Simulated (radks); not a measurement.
Task: Radial electron density D(r) = 4 pi r^2 rho(r) of an atom or ion with 2 electrons. Method: Dirac Kohn-Sham, exchange-only PBE, spin-unpolarised, spherical densities, finite nucleus; Fermi nuclear charge, rms radius of each element as measured or else 0.836 A^(1/3) + 0.57 fm; computed with a radial shooting solver on a logarithmic mesh with Libxc functionals.

```
   r/bohr * D(r) (the largest magnitude, 1.7, reaches the edge; | marks zero)
  0.03449 | *
  0.03736 | *
  0.04047 | *
  0.04384 | *
   0.0475 |  *
  0.05145 |  *
  0.05574 |   *
  0.06038 |   *
  0.06541 |    *
  0.07085 |     *
  0.07676 |      *
  0.08315 |      *
  0.09007 |        *
  0.09758 |         *
   0.1057 |          *
   0.1145 |            *
    0.124 |             *
   0.1344 |               *
   0.1456 |                 *
   0.1577 |                   *
   0.1708 |                     *
   0.1851 |                        *
   0.2005 |                          *
   0.2172 |                             *
   0.2352 |                                *
   0.2548 |                                   *
   0.2761 |                                     *
   0.2991 |                                        *
   0.3266 |                                           *
   0.3538 |                                              *
   0.3832 |                                                *
   0.4151 |                                                  *
   0.4497 |                                                    *
   0.4872 |                                                     *
   0.5278 |                                                      *
   0.5717 |                                                      *
   0.6193 |                                                     *
   0.6709 |                                                    *
   0.7268 |                                                   *
   0.7873 |                                                *
   0.8529 |                                             *
   0.9239 |                                          *
    1.001 |                                      *
    1.084 |                                  *
    1.175 |                              *
    1.272 |                          *
    1.378 |                      *
    1.493 |                  *
    1.617 |              *
    1.752 |           *
    1.898 |        *
    2.056 |      *
    2.228 |    *
    2.413 |   *
    2.614 |  *
    2.832 | *
    3.068 |*
    3.323 |*
      3.6 *
      3.9 *
```

What is the nuclear charge?

Result: Z = 2. The innermost maximum, from 1s, lies near gamma/Z bohr with gamma = sqrt(1 - (Z/c)^2) = 1.000, here 0.5 bohr (found: 0.558), and its height grows with Z. The density is that of neutral helium in [He]; the configuration itself is not fixed sharply by these data. D(r) has 1 maximum, at r = 0.558 bohr.
